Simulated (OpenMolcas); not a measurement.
**S: effect of the IPEA shift**

```yaml
Program: OpenMolcas 26.06
Basis: ANO-L-VTZP [5s4p2d1f]
Scalar_Hamiltonian: non-relativistic, point nucleus
Active_space: 4 electrons in 3 orbitals (3p)
State_averaging: 2S+1 = 3 even, 3 roots; 2S+1 = 1 even, 6 roots
Spin-orbit_coupling: state interaction with AMFI integrals over the reference wave functions, term energies averaged over their components
```

Methods on the same reference wave functions:
A. CASSCF
B. SS-CASPT2, IPEA 0 Eh, imaginary shift 0.1 Eh (closed shells correlated: 2s 2p 3s)
C. SS-CASPT2, IPEA 0.25 Eh, imaginary shift 0.1 Eh (closed shells correlated: 2s 2p 3s)

Energies in eV above 3s² 3p⁴ ³P₂, the measured ground level; measured values from NIST Handbook of Basic Atomic Spectroscopic Data.

```tsv
Level	A	B	C	Measured
3s² 3p⁴ ³P₂	0.0000	0.0000	0.0000	0.0000
3s² 3p⁴ ³P₁	0.0454	0.0455	0.0456	0.0491
3s² 3p⁴ ³P₀	0.0666	0.0665	0.0665	0.0711
3s² 3p⁴ ¹D₂	1.4569	1.250	1.199	1.1454
3s² 3p⁴ ¹S₀	3.5879	2.957	2.944	2.7500
```

Deviations, from unrounded energies. A percentage is the sum of absolute deviations over the sum of measured energies, with the sign that they share, or ± where signs differ.

```json
{"Against measurement": "mean absolute deviation (cm-1)", "Levels": "4", "A": "2300", "B": "640", "C": "520"}
{"Against measurement": "fine structure of the ground term (%)", "Levels": "2", "A": "-6.8", "B": "-6.8", "C": "-6.8"}
{"Against measurement": "other terms of the ground configuration (%)", "Levels": "2", "A": "+29.5", "B": "+8.0", "C": "+6.4"}
```

C lies closest to measurement on these levels and A furthest from it. The largest miss of C in the table is 3s² 3p⁴ ¹S₀, by +1600 cm-1. The ranking rests on the paired levels alone, and a cruder setting can come out closer through cancelling errors.

Between B and C the level of the table that moves most is 3s² 3p⁴ ¹D₂, by 410 cm-1 (lowest in C, highest in B). Moves below CASPT2's spread within the term are not significant.

The mean deviations of B to C differ by less than CASPT2's widest spread within a term (190 cm-1), so their order carries little weight.

From A to B the spin-free energies of the other terms of 3s² 3p⁴ shown, above ³P, scale by factors of 0.82 to 0.86.

The lowest spin-free term lies below A's lowest term by 0.148 hartree in B, 0.139 hartree in C.

Term energies are means over components that CASPT2 splits; among the terms shown or strongly mixed into the levels shown the widest spread is 190 cm-1 (3s² 3p⁴ ¹D, C). With the s shell closed, the reference lacks s² → p² mixing. Without dynamic correlation excited terms often stand tens of per cent too high (terms of higher spin than the ground term too low), and those without a measured partner can miss by more than the paired ones (holds for A). Computed and measured levels are paired by configuration, term and J; levels that our copy of the source lacks, or whose pairing is in doubt (as where it misses far off the trend of its configuration), stay unpaired and out of the deviations. Levels of configurations outside the active space are missing.
